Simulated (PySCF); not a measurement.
**How methods differ on the ionisation energy of Hg⁶⁵⁺**

Hg⁶⁵⁺ [Ne] 3s2 3p3 (4S) → Hg⁶⁶⁺ [Ne] 3s2 3p2 (3P), as a difference of total energies. Calculation: PySCF 2.14, in an even-tempered Gaussian basis (17 s from 20 bohr⁻², ratio 2.5; 12 p from 26 bohr⁻², ratio 2.5; 4 d from 97 bohr⁻², ratio 2.7; 4 f from 150 bohr⁻², ratio 2.7); scalar relativity by spin-free X2C-1e. Correlated levels: outer shells: 1s2 frozen; virtual orbitals above 40 to 60 times the deepest correlated orbital energy dropped. The calculations carry no spin-orbit coupling.

```
                method  ionisation energy (eV)
                   UHF                  7529.7
                   LDA                  7528.8
                   PBE                  7530.1
                  PBE0                  7530.4
                r2SCAN                  7531.8
                  BLYP                  7530.7
               r2SCANh                  7531.8
    MP2 (outer shells)                  7530.4
SCS-MP2 (outer shells)                  7530.1
```

Spin-orbit coupling is strong in these open shells (close to jj coupling). The scalar numbers leave it out and a first-order estimate fails, so it can dominate the gap to the real levels.

The ground level that NIST lists for one species does not belong to the high-spin term computed here, so part of any gap is the choice of state.

Breit and QED terms and the two-electron picture change are absent.

For comparison: 7350 ± 30 eV (theoretical estimate listed by NIST; NIST Atomic Spectra Database, ionization energies).
